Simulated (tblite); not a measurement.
C5H9BO2.
Numbering: `[CH2:1]=[CH:2][C@H:3]1[CH2:4][CH2:5][O:6][BH:7][O:8]1` (hydrogens: H9, H10 on C1; H11 on C2; H12 on C3; H13, H14 on C4; H15, H16 on C5; H17 on B7)

Computed with GFN2-xTB (tblite), gas phase: L-BFGS steps from a force-field or distance-geometry start until the largest atomic force falls under 0.01 eV/Å.

Step 81: E = -672.7672 eV
```
atom  x, y, z in Å  |  force x, y, z in eV/Å
C1     -2.6341   -0.1100    0.5468   -0.114  -0.004   0.016
C2     -1.3337   -0.3228    0.5353    0.072   0.015  -0.001
C3     -0.4621   -0.0638   -0.6637   -0.011  -0.019   0.005
C4      0.5301    1.0803   -0.3947   -0.005   0.017  -0.011
C5      1.6293    0.6131    0.5581    0.028   0.012   0.010
O6      2.2061   -0.6073    0.1438    0.034  -0.026   0.054
B7      1.4926   -1.4673   -0.6151   -0.061   0.021  -0.011
O8      0.2290   -1.2447   -1.0387   -0.012  -0.054   0.026
H9     -3.2360   -0.2870    1.4218    0.012  -0.017   0.007
H10    -3.1574    0.2497   -0.3239    0.006   0.022   0.000
H11    -0.8254   -0.7035    1.4108    0.017  -0.018  -0.035
H12    -1.1032    0.2049   -1.5159    0.029  -0.024   0.007
H13     0.0070    1.9370    0.0289   -0.006   0.024  -0.029
H14     0.9798    1.3643   -1.3484    0.037   0.029   0.020
H15     2.4386    1.3515    0.6037   -0.014  -0.003  -0.026
H16     1.2301    0.4890    1.5737   -0.005  -0.030  -0.028
H17     2.0023   -2.4714   -0.9323   -0.006   0.055  -0.004
```

Step 82: E = -672.7677 eV
```
atom  x, y, z in Å  |  force x, y, z in eV/Å
C1     -2.6300   -0.0855    0.5527    0.080   0.001  -0.017
C2     -1.3334   -0.3409    0.5306   -0.159   0.001   0.031
C3     -0.4603   -0.0819   -0.6674   -0.012  -0.019   0.007
C4      0.5203    1.0723   -0.3944   -0.025   0.039  -0.036
C5      1.6241    0.6169    0.5585    0.011   0.023   0.010
O6      2.2118   -0.5987    0.1449    0.047  -0.017   0.069
B7      1.5079   -1.4668   -0.6131   -0.089   0.039  -0.035
O8      0.2423   -1.2565   -1.0395    0.000  -0.054   0.050
H9     -3.2337   -0.2571    1.4277    0.026  -0.030   0.008
H10    -3.1487    0.3148   -0.3059    0.071  -0.016   0.050
H11    -0.8340   -0.7622    1.3957   -0.023   0.029  -0.102
H12    -1.1007    0.1785   -1.5237    0.040  -0.010   0.033
H13    -0.0138    1.9233    0.0277   -0.004   0.015  -0.012
H14     0.9653    1.3655   -1.3467    0.060   0.021  -0.005
H15     2.4264    1.3649    0.6035   -0.039  -0.039  -0.024
H16     1.2227    0.4902    1.5734    0.014  -0.034  -0.034
H17     2.0268   -2.4648   -0.9338    0.002   0.049   0.006
```

Q: Estimate the geometry and energy of step 83. (The exact step hangs on the optimiser's Hessian estimate; all steps are aligned on step 82, rigid shifts and turns removed.)

A: E = -672.7688 eV, largest force 0.066 eV/Å
```
atom  x, y, z in Å  |  force x, y, z in eV/Å
C1     -2.6325   -0.0949    0.5513   -0.002   0.015   0.019
C2     -1.3346   -0.3323    0.5329   -0.054  -0.014  -0.007
C3     -0.4610   -0.0757   -0.6653   -0.012  -0.011   0.006
C4      0.5246    1.0747   -0.3954   -0.018   0.030  -0.028
C5      1.6260    0.6152    0.5587    0.002   0.018   0.008
O6      2.2104   -0.6019    0.1452    0.035  -0.010   0.050
B7      1.5022   -1.4661   -0.6138   -0.058   0.023  -0.021
O8      0.2363   -1.2542   -1.0360   -0.003  -0.037   0.042
H9     -3.2350   -0.2689    1.4266    0.019  -0.028   0.007
H10    -3.1515    0.2939   -0.3096    0.017   0.010  -0.005
H11    -0.8339   -0.7422    1.3998    0.021   0.000  -0.040
H12    -1.1001    0.1850   -1.5218    0.027  -0.003   0.022
H13    -0.0044    1.9300    0.0240   -0.010   0.012  -0.005
H14     0.9726    1.3644   -1.3475    0.053   0.012  -0.008
H15     2.4300    1.3602    0.6049   -0.024  -0.024  -0.021
H16     1.2235    0.4879    1.5726    0.007  -0.026  -0.021
H17     2.0204   -2.4630   -0.9366    0.001   0.032   0.002
```

The energy changes by -0.0012 eV. The first-order estimate −F·Δx gives -0.0018 eV and the mean of the old and new forces, exact on a quadratic surface, -0.0012 eV. The step makes an angle of 82° with the force vector and moves no atom by more than 0.021 Å.

What follows is the cost of the whole relaxation. Hardware: one thread, Intel Xeon at 2.50 GHz (x86_64), shared host with 64 logical CPUs at a one-minute load of 63. Cost: 2.0 s wall.
